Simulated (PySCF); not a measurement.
C$_{2}$HF$_{2}$O$_{2}$ (SMILES O=C(O)[C](F)F), doublet, geometry from GFN2-xTB. Base run: M062X/cc-pVDZ in PySCF.

Here is a job for PySCF.
```python
from pyscf import gto, scf, dft

mol = gto.Mole()
mol.atom = '''
    O     1.009084    1.501552    0.035435
    C     0.711607    0.326328    0.040603
    O     1.602559   -0.678309    0.121562
    C    -0.634841   -0.161430   -0.038988
    F    -1.680966    0.626445   -0.125696
    F    -0.969480   -1.433201   -0.034245
    H     2.500271   -0.314525    0.173805
'''
mol.basis = 'cc-pvdz'
mol.charge = 0
mol.spin = 1
mol.verbose = 4
mol.symmetry = True
mol.build()

mf = dft.UKS(mol)
mf.xc = 'm062x'
mf.kernel()
mf.analyze()
```

Variants of this job, named by their change:

| change | ΔE vs base (mEh) | point group used | SCF cycles |
|---|---|---|---|
| base | 0.000 | Cs | 14 |
| irrep_nelec = A':(20, 19) A":(4, 4) | 266.4 | Cs | 23 |
| symmetry = off | 0.000 | C1 | 14 |
| irrep_nelec = A':(18, 19) A":(6, 4) | 268.7 | Cs | 15 |

Open shells are given as the SCF converged; they aren't shown to be the lowest states, and a large step between rows can be another state.
